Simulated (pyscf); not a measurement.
Optimised with ωB97X-D3(BJ)/def2-SVP in PySCF. Correlated levels are frozen-core, on RHF or UHF. ΔMP2 is the change of the MP2 total energy from the triple- to the quadruple-zeta basis. Singlets are restricted, triplets unrestricted.

Singlet (Å):
```xyz
4

B      0.6206     1.7508    -0.2236
N      0.2831     0.4127    -0.2257
H      0.6110    -0.2360     0.4869
H     -0.3120    -0.0010    -0.9403
```

Triplet (Å):
```xyz
4

B      1.2044    -0.0481    -0.9489
N      0.6401    -0.2556     0.2910
H      1.1416    -0.1328     1.1691
H     -0.3249    -0.5497     0.4320
```

Q: For these two minima of B–NH₂, which spin state lies lower at CCSD(T)/def2-TZVPP + ΔMP2(QZVPP), and by how much (electronic energies)?

A: The singlet, by 48.1 kcal/mol. Zero-point energy shifts E(triplet) − E(singlet) by +0.9 kcal/mol. B–NH₂ [singlet] lies 38.3 kcal/mol over its isomer HB=NH, and others may lie lower still (electronic energy, ωB97M-D3(BJ)). 

E(triplet) − E(singlet) by level (kcal/mol):

```tsv
level	gap
ωB97X-D3(BJ)/def2-TZVP	+48.3
PBE/def2-TZVP	+39.9
r²SCAN/def2-TZVP	+34.7
B3LYP-D3(BJ)/def2-TZVP	+45.0
PBE0-D3(BJ)/def2-TZVP	+39.2
M06-2X/def2-TZVP	+45.7
ωB97M-D3(BJ)/def2-TZVP	+51.5
HF/def2-TZVP	+26.8
MP2/def2-QZVPP	+42.6
CCSD/def2-TZVPP	+46.4
CCSD(T)/def2-TZVPP	+47.3
CCSD(T)/def2-TZVPP + ΔMP2(QZVPP)	+48.1
```

The triplet is the lowest one reached from the SCF start used. The CCSD(T) − MP2 part came from Ansatz, without density fitting, on the same reference.
